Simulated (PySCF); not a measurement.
# Computed records: CH₆BGe, CH₇BGeO

Calculation on a computer-drawn molecule: the log of a Hartree-Fock and frozen-core CCSD(T) single point meant for a local Hartree-Fock minimum, with one planted fault or none, to be diagnosed. Offsets are logged minus clean, where the clean run is the same molecule without the fault. The reference is restricted for singlets and unrestricted otherwise, and also for a bond in bohr or an excited solution. Adding or removing an electron swaps singlet and doublet. The excited solution moves the top pair (singlet) or top alpha electron (doublet) to the lowest empty orbital. Highest occupied and lowest empty are orbital energies over both spins, largest force is the largest gradient component, triples share is (T) over the correlation energy, the T1 limit is 0.02 restricted and 0.045 unrestricted, electrons count all cores, a negative frequency is imaginary (commonest isotopes), and the dipole is about the centre of nuclear charge; on germanium a core potential holds 10 electrons, which the energies leave out, and 3d is frozen in MP2 and coupled-cluster steps. Program: PySCF 2.14.0.

Common to all runs: meant multiplicity 1; meant basis cc-pVDZ; meant basis and core potential on germanium cc-pVDZ-PP ECP10MDF; logged SCF converged yes; logged CC converged yes; logged SCF stable within its kind yes; possible faults no fault, one electron removed, one electron added, multiplicity raised by two, geometry at a saddle point, SCF held on an excited solution, minimal basis STO-3G, one bond length entered in bohr, all coordinates scaled.

(1) 
```xyz
9
formula=CH6BGe meant_charge=1 logged_electrons=48 logged_basis_functions=81 logged_spin_squared=0.7253 logged_highest_occupied=-14.673 logged_lowest_empty=-5.537 logged_largest_force=0.013365 logged_T1_diagnostic=0.061604 logged_D1_diagnostic=0.25247 logged_triples_share=0.036041 logged_dipole_magnitude=0.26714 logged_energy_HF=-359.01328 logged_energy_CCSD(T)=-359.36982 planted_fault=one_bond_length_entered_in_bohr,row_6_of_the_drawn_bonds HF_energy_offset_from_clean_run=74.5 CCSD(T)_energy_offset_from_clean_run=74.24
C      1.3656     1.8680    -0.4948
B      0.4394     0.7043    -0.0494
Ge     0.1212     0.2301     1.9828
H      1.6273     2.6129     0.2551
H      2.2977     1.3817    -0.8257
H      0.9602     2.3615    -1.3816
H     -0.6356    -0.7161    -1.4296
H     -1.0392     0.7693     2.8043
H      1.0027    -0.7112     2.7882
```

Units: logged_highest_occupied, logged_lowest_empty in eV; logged_largest_force in hartree/bohr; logged_dipole_magnitude in debye; logged_energy_HF, logged_energy_CCSD(T) in hartree; HF_energy_offset_from_clean_run, CCSD(T)_energy_offset_from_clean_run in kcal/mol.

Drawn bonds:
```csv
atom,other atom,order
1,2,1
2,3,1
1,4,1
1,5,1
1,6,1
2,7,1
3,8,1
3,9,1
```

Notes: T1 above single-reference limit.

(2) 
```xyz
11
formula=CH7BGeO meant_charge=0 logged_electrons=58 logged_basis_functions=100 logged_spin_squared=2.0152 logged_highest_occupied=-6.9622 logged_lowest_empty=-1.4542 logged_largest_force=0.043059 logged_T1_diagnostic=0.020318 logged_D1_diagnostic=0.11999 logged_triples_share=0.026668 logged_dipole_magnitude=1.882 logged_energy_HF=-434.74273 logged_energy_CCSD(T)=-435.32138 planted_fault=multiplicity_raised_by_two HF_energy_offset_from_clean_run=80.64 CCSD(T)_energy_offset_from_clean_run=81.13
C     -0.3798    -1.9037    -0.9531
B     -1.5519    -0.8631    -0.8391
Ge    -1.3632     0.9755     0.1369
O      0.3241     1.2670     0.6807
H     -0.5881    -2.6738    -0.1929
H      0.6127    -1.5001    -0.7477
H     -0.3737    -2.4281    -1.9129
H     -2.6297    -1.1425    -1.2959
H     -1.6471     2.1636    -0.7863
H     -2.2898     1.0695     1.3646
H      0.6099     0.7221     1.3989
```

Units: logged_highest_occupied, logged_lowest_empty in eV; logged_largest_force in hartree/bohr; logged_dipole_magnitude in debye; logged_energy_HF, logged_energy_CCSD(T) in hartree; HF_energy_offset_from_clean_run, CCSD(T)_energy_offset_from_clean_run in kcal/mol.

Drawn bonds:
```csv
atom,other atom,order
1,2,1
2,3,1
3,4,1
1,5,1
1,6,1
1,7,1
2,8,1
3,9,1
3,10,1
4,11,1
```

(3) 
```xyz
11
formula=CH7BGeO meant_charge=0 logged_electrons=58 logged_basis_functions=100 logged_spin_squared=0.8795 logged_highest_occupied=-8.7278 logged_lowest_empty=0.95342 logged_largest_force=0.0063135 logged_T1_diagnostic=0.03324 logged_D1_diagnostic=0.16387 logged_triples_share=0.02923 logged_dipole_magnitude=2.4063 logged_energy_HF=-434.77153 logged_energy_CCSD(T)=-435.33781
C     -0.3798    -1.9037    -0.9531
B     -1.5519    -0.8631    -0.8391
Ge    -1.3632     0.9755     0.1369
O      0.3241     1.2670     0.6807
H     -0.5881    -2.6738    -0.1929
H      0.6127    -1.5001    -0.7477
H     -0.3737    -2.4281    -1.9129
H     -2.6297    -1.1425    -1.2959
H     -1.8996     3.2207    -1.6076
H     -2.2898     1.0695     1.3646
H      0.6099     0.7221     1.3989
```

Units: logged_highest_occupied, logged_lowest_empty in eV; logged_largest_force in hartree/bohr; logged_dipole_magnitude in debye; logged_energy_HF, logged_energy_CCSD(T) in hartree.

Drawn bonds:
```csv
atom,other atom,order
1,2,1
2,3,1
3,4,1
1,5,1
1,6,1
1,7,1
2,8,1
3,9,1
3,10,1
4,11,1
```

**Q.** Give the missing planted fault for CH₇BGeO (entry 3).
**A.** one bond length entered in bohr, row 8 of the drawn bonds

Further results for CH₇BGeO (entry 3):

```
HF energy offset from clean run      : 62.57 kcal/mol
CCSD(T) energy offset from clean run : 70.82 kcal/mol
```
